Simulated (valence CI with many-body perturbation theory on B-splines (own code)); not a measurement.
## Ho LIII: electric-dipole lines

Method: relativistic CI+MBPT: five valence electrons over a frozen Dirac-Fock core [Ne], radial functions for each j: 9 s, 9 p, 8 d, 6 f, 3 g, 1 h, with the one-electron correlation potential Σ1 (screened to all orders), the two-electron term Σ2, the three-electron term Σ3, Breit, model QED; selected single and double excitations, second order for the rest (own B-spline code, finite nucleus).

The last digits are not significant, and no measured levels were compared; by estimate large intervals hold to a few tenths of a per cent, small ones and those within an open d or f shell to about a per cent. Among the levels kept, up to 600 cm⁻¹ of a level comes from second order outside the variational space, and about a tenth of that is noise between levels of different J, which matters for small intervals.

Lines 151 to 200 of 217 in falling wavelength, among levels below 5514.2 × 10³ cm⁻¹, chosen from the strongest by gf and those to the six lowest levels. Wavelengths and rates use the calculated energies. Electric multipoles are in the length gauge, E1 and E2 with the static RPA response of the core. Weak lines are less certain than strong ones. Lines between different terms over intervals too small for the method are left out, as are lines whose strength nearly cancels. The highest levels of a list are the least certain.

Levels are named by their leading jj configuration (3d3/2^4 stands for four electrons in 3d with j = 3/2), which in mixed levels can hold well under half, so a name can repeat and another be missing. Letters in brackets count levels of one name in rising energy.

| λ vac (nm) | Upper | Lower | A (s⁻¹) | log gf | Branch % |
| --- | --- | --- | --- | --- | --- |
| 3.506 | (3s 3p1/2^2 3p3/2 3d3/2) J=5/2 [a] | (3s^2 3p1/2^2 3d3/2) J=3/2 | 1.76e+09 | -2.71 | 5.9 |
| 3.486 | (3s 3p1/2^2 3p3/2 3d3/2) J=3/2 [a] | (3s^2 3p1/2^2 3d3/2) J=3/2 | 1.75e+10 | -1.89 | 31.2 |
| 3.470 | (3s 3p1/2^2 3p3/2 3d3/2) J=1/2 [a] | (3s^2 3p1/2^2 3d3/2) J=3/2 | 1.71e+09 | -3.21 | 6.0 |
| 3.460 | (3s 3p1/2^2 3p3/2 3d5/2) J=5/2 [a] | (3s^2 3p1/2^2 3d5/2) J=5/2 | 9.78e+10 | -0.98 | 39.5 |
| 3.460 | (3s 3p1/2^2 3p3/2^2) J=5/2 | (3s^2 3p1/2^2 3p3/2) J=3/2 | 1.63e+11 | -0.76 | 89.8 |
| 3.452 | (3s^2 3p1/2 3d3/2^2) J=5/2 | (3s^2 3p1/2^2 3d5/2) J=5/2 | 9.60e+08 | -2.99 | 0.1 |
| 3.450 | (3s 3p1/2 3p3/2^3) J=3/2 [a] | (3s^2 3p1/2 3p3/2^2) J=5/2 | 2.58e+10 | -1.73 | 4.4 |
| 3.387 | (3s 3p1/2^2 3p3/2 3d5/2) J=7/2 [a] | (3s^2 3p1/2^2 3d5/2) J=5/2 | 1.84e+10 | -1.60 | 8.5 |
| 3.377 | (3s 3p1/2^2 3p3/2 3d5/2) J=3/2 [a] | (3s^2 3p1/2^2 3d5/2) J=5/2 | 6.40e+10 | -1.36 | 37.2 |
| 3.351 | (3s 3p1/2 3p3/2^3) J=3/2 [a] | (3s^2 3p1/2 3p3/2^2) J=3/2 | 5.42e+11 | -0.44 | 92.3 |
| 3.311 | (3s 3p1/2 3p3/2^3) J=5/2 | (3s^2 3p1/2 3p3/2^2) J=5/2 | 5.63e+11 | -0.26 | 97.5 |
| 3.275 | (3s 3p1/2^2 3p3/2 3d3/2) J=3/2 [b] | (3s^2 3p1/2^2 3d3/2) J=3/2 | 2.72e+11 | -0.76 | 82.8 |
| 3.271 | (3s 3p1/2 3p3/2^3) J=1/2 | (3s^2 3p1/2 3p3/2^2) J=1/2 | 6.49e+11 | -0.68 | 56.2 |
| 3.252 | (3s 3p1/2 3p3/2^3) J=3/2 [b] | (3s^2 3p1/2 3p3/2^2) J=1/2 | 1.76e+11 | -0.95 | 13.4 |
| 3.252 | (3s 3p1/2^2 3p3/2 3d5/2) J=7/2 [b] | (3s^2 3p1/2^2 3d5/2) J=5/2 | 4.31e+11 | -0.26 | 71.6 |
| 3.220 | (3s 3p1/2^2 3p3/2^2) J=3/2 | (3s^2 3p1/2^2 3p3/2) J=3/2 | 4.39e+11 | -0.56 | 92.0 |
| 3.220 | (3s 3p1/2 3p3/2^3) J=5/2 | (3s^2 3p1/2 3p3/2^2) J=3/2 | 4.38e+08 | -3.39 | 0.1 |
| 3.214 | (3s 3p1/2^2 3p3/2^2) J=1/2 | (3s^2 3p1/2^2 3p3/2) J=3/2 | 3.08e+11 | -1.02 | 92.5 |
| 3.177 | (3s 3p1/2^2 3p3/2 3d3/2) J=5/2 [b] | (3s^2 3p1/2^2 3d3/2) J=3/2 | 5.62e+11 | -0.29 | 91.7 |
| 3.153 | (3s 3p1/2^2 3p3/2 3d5/2) J=5/2 [b] | (3s^2 3p1/2^2 3d5/2) J=5/2 | 2.60e+11 | -0.63 | 42.0 |
| 3.148 | (3s 3p1/2^2 3p3/2 3d3/2) J=1/2 [b] | (3s^2 3p1/2^2 3d3/2) J=3/2 | 6.24e+11 | -0.73 | 91.3 |
| 3.142 | (3s 3p1/2^2 3p3/2 3d5/2) J=3/2 [b] | (3s^2 3p1/2^2 3d5/2) J=5/2 | 3.33e+11 | -0.70 | 41.4 |
| 3.141 | (3s 3p1/2 3p3/2^3) J=3/2 [b] | (3s^2 3p1/2 3p3/2^2) J=5/2 | 9.98e+11 | -0.23 | 76.1 |
| 3.104 | (3s^2 3p1/2 3d3/2^2) J=3/2 | (3s^2 3p1/2^2 3d5/2) J=5/2 | 6.32e+10 | -1.44 | 2.2 |
| 3.076 | (3s 3p1/2 3p3/2^3) J=1/2 | (3s^2 3p1/2 3p3/2^2) J=3/2 | 4.81e+11 | -0.86 | 41.7 |
| 3.059 | (3s 3p1/2 3p3/2^3) J=3/2 [b] | (3s^2 3p1/2 3p3/2^2) J=3/2 | 1.16e+11 | -1.18 | 8.9 |
| 3.031 | (3s^2 3p1/2 3p3/2 3d3/2) J=5/2 [a] | (3s^2 3p1/2^2 3p3/2) J=3/2 | 1.68e+09 | -2.86 | 29.0 |
| 3.012 | (3s^2 3p1/2 3p3/2 3d3/2) J=3/2 [a] | (3s^2 3p1/2^2 3p3/2) J=3/2 | 1.12e+11 | -1.21 | 89.7 |
| 3.011 | (3s^2 3p1/2 3p3/2 3d3/2) J=1/2 [a] | (3s^2 3p1/2^2 3p3/2) J=3/2 | 3.23e+09 | -3.06 | 39.6 |
| 3.007 | (3s^2 3p1/2 3d3/2 3d5/2) J=7/2 | (3s^2 3p1/2^2 3d5/2) J=5/2 | 3.61e+10 | -1.41 | 17.1 |
| 2.982 | (3s^2 3p1/2 3d3/2 3d5/2) J=5/2 | (3s^2 3p1/2^2 3d5/2) J=5/2 | 5.31e+10 | -1.37 | 20.7 |
| 2.953 | (3s 3p1/2^2 3p3/2 3d5/2) J=5/2 [a] | (3s^2 3p1/2^2 3d3/2) J=3/2 | 2.07e+10 | -1.79 | 8.4 |
| 2.947 | (3s^2 3p1/2 3d3/2^2) J=5/2 | (3s^2 3p1/2^2 3d3/2) J=3/2 | 8.15e+11 | -0.20 | 97.9 |
| 2.905 | (3s^2 3p3/2^2 3d3/2) J=3/2 [a] | (3s^2 3p1/2 3p3/2^2) J=1/2 | 1.37e+11 | -1.16 | 6.2 |
| 2.897 | (3s^2 3p3/2^2 3d3/2) J=1/2 | (3s^2 3p1/2 3p3/2^2) J=1/2 | 1.51e+11 | -1.42 | 6.4 |
| 2.893 | (3s 3p1/2^2 3p3/2 3d5/2) J=3/2 [a] | (3s^2 3p1/2^2 3d3/2) J=3/2 | 3.77e+08 | -3.72 | 0.2 |
| 2.833 | (3s^2 3p3/2^2 3d3/2) J=5/2 | (3s^2 3p1/2 3p3/2^2) J=5/2 | 1.03e+12 | -0.13 | 65.5 |
| 2.832 | (3s^2 3p3/2^2 3d3/2) J=7/2 | (3s^2 3p1/2 3p3/2^2) J=5/2 | 1.09e+12 | 0.02 | 100.0 |
| 2.816 | (3s^2 3p3/2^2 3d3/2) J=3/2 [a] | (3s^2 3p1/2 3p3/2^2) J=5/2 | 7.79e+11 | -0.43 | 35.0 |
| 2.797 | (3s^2 3p3/2^2 3d3/2) J=3/2 [b] | (3s^2 3p1/2 3p3/2^2) J=1/2 | 1.43e+12 | -0.17 | 94.8 |
| 2.781 | (3s^2 3p1/2 3p3/2 3d3/2) J=5/2 [b] | (3s^2 3p1/2^2 3p3/2) J=3/2 | 1.59e+12 | 0.04 | 99.8 |
| 2.766 | (3s^2 3p3/2^2 3d3/2) J=5/2 | (3s^2 3p1/2 3p3/2^2) J=3/2 | 5.40e+11 | -0.43 | 34.5 |
| 2.757 | (3s 3p1/2^2 3p3/2 3d5/2) J=1/2 | (3s^2 3p1/2^2 3d3/2) J=3/2 | 1.97e+09 | -3.35 | 0.8 |
| 2.750 | (3s^2 3p3/2^2 3d3/2) J=3/2 [a] | (3s^2 3p1/2 3p3/2^2) J=3/2 | 1.31e+12 | -0.23 | 58.8 |
| 2.743 | (3s^2 3p3/2^2 3d3/2) J=1/2 | (3s^2 3p1/2 3p3/2^2) J=3/2 | 2.19e+12 | -0.31 | 93.5 |
| 2.731 | (3s^2 3p1/2 3p3/2 3d3/2) J=3/2 [b] | (3s^2 3p1/2^2 3p3/2) J=3/2 | 2.81e+12 | 0.10 | 100.0 |
| 2.731 | (3s^2 3p1/2 3p3/2 3d3/2) J=1/2 [b] | (3s^2 3p1/2^2 3p3/2) J=3/2 | 2.03e+12 | -0.34 | 99.7 |
| 2.726 | (3s 3p1/2^2 3p3/2 3d5/2) J=5/2 [b] | (3s^2 3p1/2^2 3d3/2) J=3/2 | 3.09e+08 | -3.68 | 0.1 |
| 2.719 | (3s 3p1/2^2 3p3/2 3d5/2) J=3/2 [b] | (3s^2 3p1/2^2 3d3/2) J=3/2 | 2.68e+11 | -0.92 | 33.3 |
| 2.714 | (3s^2 3p3/2^2 3d3/2) J=3/2 [b] | (3s^2 3p1/2 3p3/2^2) J=5/2 | 7.31e+10 | -1.49 | 4.9 |

(1) How does gf follow from A for the line at 2.833 nm?

Answers

(1) gf = 1.4992 × (2J+1)_upper × A / σ², with σ = 3529585 cm⁻¹ and 2J+1 = 6: gf = 0.740.
